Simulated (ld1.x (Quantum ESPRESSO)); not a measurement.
**Sn, TM: configuration errors across variants**

```json
{
  "Element": "Sn",
  "Generator": "ld1.x (Quantum ESPRESSO) 7.5",
  "Type": "norm-conserving Troullier–Martins (Kleinman–Bylander form)",
  "Functional": "LDA (PZ)",
  "Relativity": "scalar-relativistic",
  "Frozen core": "[Kr] 4d10",
  "Valence charge": "4",
  "Reference configuration": "5s2 5p2",
  "Partial waves": "5s (bound): rc 2.10 bohr; 5p (bound): rc 2.75 bohr",
  "Local potential": "all-electron potential smoothed inside 1.85 bohr (lloc = -1)",
  "Core correction": "Bessel-smoothed model core, default radius (core density twice the valence density)"
}
```

All-electron excitation energies from the reference (eV): (1) 5s2 5p1 7.098; (2) 5s2 5p1.5 2.716; (3) 5s0 5p4 14.400; (4) 5s2 5p2.3 -0.899; (5) 5s2 5p2 spin -0.475.

Spin tests fill each open shell by Hund’s rule, majority spin first.

The default core radius of the base comes out at 1.76 bohr.

Tests that are not counted but printed errors over 1 eV. “base”: 5s2 5p0 (solver errors, printed error -21.0 eV); 5s1 5p0 (solver errors, printed error -6.1 eV); 1 more. “core correction none”: 5s2 5p0 (solver errors, printed error -18.3 eV); 5s1 5p0 (solver errors, printed error +7.1 eV); 1 more. “core correction Bessel-smoothed model core inside 0.80 bohr”: 5s2 5p1 (spin-polarised) (solver errors, printed error +10.2 eV); 5s2 5p0 (solver errors, printed error +6.9 eV); 2 more. “core correction Bessel-smoothed model core inside 1.10 bohr”: 5s2 5p1 (spin-polarised) (solver errors, printed error -28.8 eV); 5s2 5p0 (solver errors, printed error +10.9 eV); 2 more. “core correction Bessel-smoothed model core inside 1.22 bohr”: 5s1 5p2 (solver errors, printed error -54.3 eV); 5s2 5p1 (spin-polarised) (solver errors, printed error -38.0 eV); 2 more.

A true bound ghost makes a file unfit for plane-wave use even where its test errors are small: the radial tests pick states by their node count and pass the ghost by. Where a test does run into it, the solver fails or the error is huge.

Errors AE − PS in meV (a dash: test not solved or not reliable):

```tsv
change	(1)	(2)	(3)	(4)	(5)	bound ghosts
base	-14	-2.6	-35	0.0	-5.2	s
core correction none	+2.1	+0.2	+71	+0.5	+76	s
core correction Bessel-smoothed model core inside 0.80 bohr	-14	-2.6	-36	0.0	-5.5	s
core correction Bessel-smoothed model core inside 1.10 bohr	-14	-2.6	-36	0.0	-5.5	s
core correction Bessel-smoothed model core inside 1.22 bohr	-14	-2.6	-36	0.0	-5.5	s
core correction Bessel-smoothed model core inside 1.50 bohr	-14	-2.6	-36	0.0	-5.5	s
core correction Bessel-smoothed model core inside 1.68 bohr	-14	-2.6	-36	0.0	-5.3	s
core correction Bessel-smoothed model core inside 1.88 bohr	-14	-2.6	-34	0.0	-4.8	s
core correction Bessel-smoothed model core inside 2.16 bohr	-14	-2.5	-30	0.0	-2.8	s
core correction Bessel-smoothed model core inside 2.52 bohr	-13	-2.5	-18	0.0	+3.9	s
```

(1) Give the same row for: core correction Bessel-smoothed model core inside 2.26 bohr.

## Answers

(1) -14, -2.6, -27, 0.0, -1.3; bound ghosts: s. Not counted: 5s2 5p0 (solver errors, printed error -20.9 eV); 5s1 5p0 (solver errors, printed error +12.0 eV); 1 more.
